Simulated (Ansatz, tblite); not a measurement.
Cost and result up the ladder for Ge(vinyl)Cl3 (C2H3Cl3Ge) (9 atoms). Charge 0, multiplicity 1. Geometry: PBE0-D4/def2-SVP.

Cartesian coordinates in Å:
```
Ge 0.621 -0.969 -0.413
C 0.179 0.813 0.138
C -1.041 1.129 0.577
H 0.976 1.561 0.074
H -1.842 0.386 0.644
H -1.284 2.151 0.889
Cl -1.066 -2.268 -0.157
Cl 2.253 -1.766 0.722
Cl 1.204 -1.038 -2.474
```

Ansatz; hardware A = 2 threads of AMD EPYC 7R13 on a shared host; B = 2 threads of AMD EPYC 7R13 on a shared host and a share (18 GiB) of an NVIDIA H100 80GB HBM3; xTB runs through tblite on one thread. Times are rough, summed over both states, and most runs start from the orbitals of an earlier one. B2PLYP/def2-TZVP serves as the yardstick here, not as an exact answer. Differences are given only for rows in sets of like size (and for xTB, whose basis is part of the method), since another set adds its own error. The other state is a doublet.

The xTB rows come from tblite. Correlated methods freeze 26 core orbitals; core or outer-core shells of Ge are correlated, in sets that lack core-valence functions. The rows differ in basis, and correlated rows in double-zeta sets carry the largest basis error. In CCSD on the charge 1 doublet the largest single amplitude is 0.15, so its Hartree–Fock determinant may place the open shell otherwise than the density functionals do.

Run but left out: PBE-D4/def2-TZVP (charge +1 doublet: an occupied level 0.00 eV above an empty one).

Correlated methods converge slowly with the basis, most of all in double-zeta sets.

Raw xTB energies of ions are shifted by several eV.

| level | functions | vertical IE (eV) | difference from B2PLYP/def2-TZVP (eV) |
| --- | --- | --- | --- |
| GFN2-xTB | 47 | 14.22 | 3.25 |
| B2PLYP/def2-TZVP [A] | 239 | 10.97 | 0.00 |
| CCSD(T)/def2-SVP [B] | 129 | 10.92 | – |
| PBE0-D4/def2-TZVP [A] | 239 | 10.74 | -0.23 |
| GFN1-xTB | 50 | 14.60 | 3.63 |

Q: Estimate how long each takes.

A: GFN2-xTB 0.02 s; GFN1-xTB 0.021 s; CCSD(T)/def2-SVP [B] 27 s; B2PLYP/def2-TZVP [A] 33 s; PBE0-D4/def2-TZVP [A] 59 s. On shared hardware such times vary by a factor of up to 3.
